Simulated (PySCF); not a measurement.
PySCF input file for Br₃Sc, SMILES [Br][Sc+]([Br])[Br] (connectivity only; charge and spin as stated), charge +1, multiplicity 2, B3LYP-D3(BJ)/def2-SVP. Geometry optimised at B3LYP-D3(BJ)/def2-SVP. A frequency run showed that this geometry is not a minimum. The multiplicity is an assumed one; other spin states were not compared.

```python
import numpy as np
from pyscf import gto, scf, dft, df
from pyscf.hessian import thermo

mol = gto.M(
    atom='''
    Sc    0.00000000   -0.00000000   -0.18643632
    Br    0.00000000    2.27691856   -1.06961642
    Br    0.00000000   -2.27691856   -1.06961641
    Br    0.00000000    0.00000001    2.25109462
    ''',
    basis='def2-SVP',
    charge=1,
    spin=1,
    max_memory=1600,
    verbose=3,
)
mf = dft.UKS(mol, xc='b3lyp').density_fit(auxbasis='def2-universal-jkfit')
mf.disp = 'd3bj'
mf.grids.level = 3
mf.conv_tol = 1e-11
mf.max_cycle = 100
mf.kernel()
fine, coarse = mf.grids, dft.Grids(mol).set(level=1).build(with_non0tab=True)
for _ in range(3):  # follow internal instabilities
    mf.grids = coarse
    mo, _, stable, _ = mf.stability(return_status=True, nroots=4)
    mf.grids = fine
    if stable:
        break
    mf.kernel(mf.make_rdm1(mo, mf.mo_occ))

# [left out here: the lines that compute and print the analytic Hessian (its translational invariance restored by hand, since the grid's response is missing), thermochemistry and intensities]
```

Program output:

```

WARN: HOMO -0.35815001889619 >= LUMO -0.358150018896197

converged SCF energy = -8482.12214604895  <S^2> = 0.76081788  2S+1 = 2.0107888
<class 'pyscf.df.df_jk.DFUKS'> wavefunction is stable in the internal stability analysis

WARN: DFTD3 does not support analytical Hessian, using finite difference


WARN: Mole.unit (angstrom) is changed to Bohr

Mode                                 0                   1                   2
Irrep
Freq [cm^-1]                      -54.5406            -36.5754             16.3953
Reduced mass [au]                  48.3530             72.1576             72.0928
Force const [Dyne/A]               -0.0847             -0.0569              0.0114
Char temp [K]                     -78.4718            -52.6239             23.5892
Normal mode                   x     y     z       x     y     z       x     y     z
       0  Sc                 0.14  0.00  0.00   -0.00  0.06  0.00   -0.00 -0.00  0.06
       1  Br                -0.03 -0.00 -0.00    0.00  0.02 -0.05    0.00 -0.04 -0.05
       2  Br                -0.03  0.00  0.00    0.00  0.02  0.05    0.00  0.04 -0.05
       3  Br                -0.02 -0.00  0.00    0.00 -0.07  0.00    0.00  0.00  0.06
Mode                                 3                   4                   5
Irrep
Freq [cm^-1]                      200.0178            238.7199            262.2770
Reduced mass [au]                  78.5986             51.6714             52.2364
Force const [Dyne/A]                1.8527              1.7349              2.1171
Char temp [K]                     287.7810            343.4648            377.3582
Normal mode                   x     y     z       x     y     z       x     y     z
       0  Sc                 0.00  0.00  0.02    0.00  0.13  0.00    0.00 -0.00  0.12
       1  Br                -0.00  0.07 -0.03   -0.00 -0.04  0.02   -0.00  0.01 -0.00
       2  Br                -0.00 -0.07 -0.03   -0.00 -0.04 -0.02   -0.00 -0.01 -0.00
       3  Br                -0.00 -0.00  0.04   -0.00  0.01 -0.00   -0.00 -0.00 -0.06
temperature 298.1500 [K]
pressure 101325.00 [Pa]
Rotational constants [GHz] 0.85759 0.60999 0.35645
Symmetry number 2
Zero-point energy (ZPE) 0.00163 [Eh]   4291.065 [J/mol]
                           tot       elec      trans        rot        vib
Entropy [J/mol/K]       365.177      5.763    179.227    127.381     52.805
Cv [J/mol/K]             55.692      0.000     12.472     12.472     30.749
Cp [J/mol/K]             64.007      0.000     20.786     12.472     30.749
Internal energy [J/mol]                      3718.434   3718.434  10697.334
Internal energy [Eh]   -8482.11524  -8482.12215
Enthalpy [J/mol]                             6197.391   3718.434  10697.334
Enthalpy [Eh]          -8482.11429
Gibbs free energy [J/mol]                  -47239.251 -34260.238  -5046.565
Gibbs free energy [Eh] -8482.15576
mode   freq/cm-1   IR/(km/mol)
   1      -54.54        29.070
   2      -36.58         1.194
   3       16.40         1.392
   4      200.02         1.497
   5      238.72        49.446
   6      262.28        10.716
max |gradient| / (hartree/bohr): 7.054095592205127e-05
APT charges: [-0.1136  0.3608  0.3608  0.3921]
```

The calculation finished and met its thresholds. The end point has an imaginary mode, so it is no minimum.

Cost: roughly 6 core-minutes.
